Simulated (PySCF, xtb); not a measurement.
Sn(OH)3 (H3O3Sn), SMILES [OH][Sn]([OH])[OH], multiplicity 2. One conformer was computed; it need not be the lowest.

Harmonic wavenumbers (cm⁻¹) from GFN2-xTB in xtb at its own minimum, in rising order: 91, 96, 96, 233, 238, 290, 357, 383, 383, 614, 652, 654, 3635, 3640, 3645.

What does PBE-D3(BJ)/def2-SVP (PySCF) give at its own minimum? (An estimate is asked for; the answer gives what the named calculation found.)

72, 72, 112, 185, 206, 207, 525, 541, 541, 778, 806, 806, 3673, 3673, 3675. Paired by order, the mean absolute difference is 85 cm⁻¹ and the zero-point energies are 21.5 and 22.7 kcal/mol.
